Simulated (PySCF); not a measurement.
## Property card for `CC(C)(C)N1N=CC=N1`

Species: C6H11N3.
Numbering: `[CH3:1][C:2]([CH3:3])([CH3:4])[n:5]1[n:6][cH:7][cH:8][n:9]1` (hydrogens: H10, H11, H12 on C1; H13, H14, H15 on C3; H16, H17, H18 on C4; H19 on C7; H20 on C8)

Cartesian coordinates in Å at the GFN2-xTB level; atoms count from 1:
```xyz
20
C6H11N3 angstrom
C     -1.2322    0.9284   -1.0955
C     -0.7054   -0.0921   -0.0926
C     -1.3311    0.1253    1.2885
C     -0.9557   -1.5200   -0.5758
N      0.7274    0.0925    0.0390
N      1.3498    1.1695   -0.3620
C      2.6151    0.9768   -0.0167
C      2.7016   -0.2654    0.6113
N      1.4864   -0.7943    0.6313
H     -2.3088    0.8229   -1.1969
H     -1.0012    1.9368   -0.7653
H     -0.7704    0.7760   -2.0674
H     -2.4086   -0.0034    1.2347
H     -0.9251   -0.5922    1.9976
H     -1.1164    1.1299    1.6466
H     -0.5221   -1.6683   -1.5622
H     -2.0234   -1.7120   -0.6317
H     -0.5011   -2.2278    0.1116
H      3.3715    1.7041   -0.2251
H      3.5446   -0.7761    1.0277
```

Structural features include: pyridine-type ring nitrogen and pyrrole-type ring nitrogen.

From GFN2-xTB geometry:

| Property | Result |
| --- | --- |
| Point group of the GFN2-xTB geometry | C1 |
| Rotational constants A, B, C of the GFN2-xTB geometry | 3.149, 1.368, 1.206 GHz |

From PBE0/pcSseg-1 ground state and GIAO shieldings, non-relativistic (PySCF):

| Quantity | Value |
| --- | --- |
| Dipole moment | 0.61 D |
| HOMO energy | -7.49 eV |
| LUMO energy | 0.15 eV |
| HOMO–LUMO gap | 7.64 eV |
| Lowest Hirshfeld atomic charge | -0.13 e on C1 |
| Highest Hirshfeld atomic charge | +0.11 e on N5 |
| 13C chemical shifts (computed TMS as zero) by class | 137.7 (C7/C8), 59.8 (C2), 31.4 (C1/C3/C4) ppm |
| 1H chemical shifts (computed TMS as zero) by class | 7.65 (H19/H20), 1.71 (H10/H11/H12/H13/H14/H15/H16/H17/H18) ppm |
| Isotropic shieldings of nuclei other than C and H, by class | -88 (N6/N9), -29 (N5) ppm |
| Mayer bond orders between heavy atoms | C1–C2 1.04, C2–C3 1.01, C2–C4 1.02, C2–N5 0.78, N5–N6 1.25, N6–C7 1.48, C7–C8 1.34, C8–N9 1.48, N9–N5 1.24 |

Monoisotopic mass (most abundant isotopes): 125.0953 u.

With B = h/(8π²I), that is 505.379 GHz u Å² over I, the principal moments of inertia are 160.5, 369.3 and 419.1 u Å² (most abundant isotopes); the inertial defect Ic − Ia − Ib is -110.7 u Å² (zero for a rigid planar frame, negative otherwise). The rotational constants make it an asymmetric top with κ = (2B − A − C)/(A − C) = -0.83, nearer the prolate limit (−1). The dipole equals about 2.0 × 10⁻³⁰ C·m (1 D = 3.33564 × 10⁻³⁰ C·m).

Isolated species at its GFN2-xTB geometry, gas phase. NMR classes are plain means over equivalent atoms (diastereotopic ones count apart unless rotation or inversion swaps them), as if these changed places fast; in this geometry the members of some classes differ.
